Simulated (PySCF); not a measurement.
## Diatomics of Cl with group 13

CCSD(T) with triple-zeta basis sets in PySCF, for the lowest determinant that a PBE0 search found; no spin–orbit coupling. De refers to high-spin ground-configuration atoms.

| M | basis | reference, frozen orbitals | state (unpaired electrons) | Re (Å) | ωe (cm⁻¹) | De (eV) |
| --- | --- | --- | --- | --- | --- | --- |
| B | def2-TZVPP | RHF, 6 | singlet (closed shell) | 1.724 | 842 | 5.17 |
| Ga | def2-TZVPP | RHF, 14 | singlet (closed shell) | 2.211 | 377 | 4.75 |
| In | def2-TZVPP | RHF, 9 | singlet (closed shell) | 2.408 | 323 | 4.47 |
| Tl | x2c-TZVPPall | RHF, 39 | singlet (closed shell) | 2.508 | 286 | 4.23 |

(1) The row for M = Al is missing. Estimate Re, ωe and De as the mean of the rows for B and Ga, and compare with the calculation.

The rows differ in basis set, which adds steps of its own.

Correlated steps freeze the inner cores (6 to 39 orbitals); shallow outer-core shells are correlated. These are scalar-relativistic numbers at best; spin–orbit coupling would shift them, the dissociation energy most. Where the molecule has an RHF reference, its open-shell atoms are computed with UHF.

## Answers

(1) The means are 1.967 Å, 610 cm⁻¹ and 4.96 eV. RHF-CCSD(T) in def2-TZVPP gives AlCl as a singlet (closed shell) with Re = 2.146 Å, ωe = 484 cm⁻¹, De = 5.09 eV, so the estimate is off by -17.9 pm, +26 % and -0.13 eV.
